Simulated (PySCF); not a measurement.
AgCl, optimised at GFN2-xTB:

```xyz
2

Ag     0.0030    -0.8148     0.7470
Cl    -0.0030     0.8148    -0.7470
```

Method: PySCF energies (xtb for GFN2) plus ideal-gas RRHO corrections (1 bar). All species are closed-shell singlets. Ag: scalar-relativistic def2 core potential, no spin-orbit coupling.

Problem. List the harmonic frequencies (cm⁻¹, unscaled) at this level and at the other levels, each on its own geometry.

Solution. 
- GFN2-xTB: 310
- PBE/def2-SVP: 335
- PBE0/def2-TZVP: 334
